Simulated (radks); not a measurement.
Removal energies from the selenium ion Se9+, [Ar] 3d7, by Delta-SCF beside the eigenvalue of the level emptied. All-electron calculation, scalar-relativistic Kohn-Sham, PBE, spin-polarised, spherical densities, finite nucleus; Fermi nuclear charge, rms radius of each element as measured or else 0.836 A^(1/3) + 0.57 fm. Program: a radial shooting solver on a logarithmic mesh with Libxc functionals. Open shells are filled with parallel spins first.

removed from       final configuration  Delta-SCF (eV)  -eigenvalue (eV)
3d                            [Ar] 3d6          256.42            238.50
3p                    [Ne] 3s2 3p5 3d7          356.88            339.30
3s                    [Ne] 3s1 3p6 3d7          418.36            400.67
2p            [He] 2s2 2p5 3s2 3p6 3d7          1666.9            1619.9
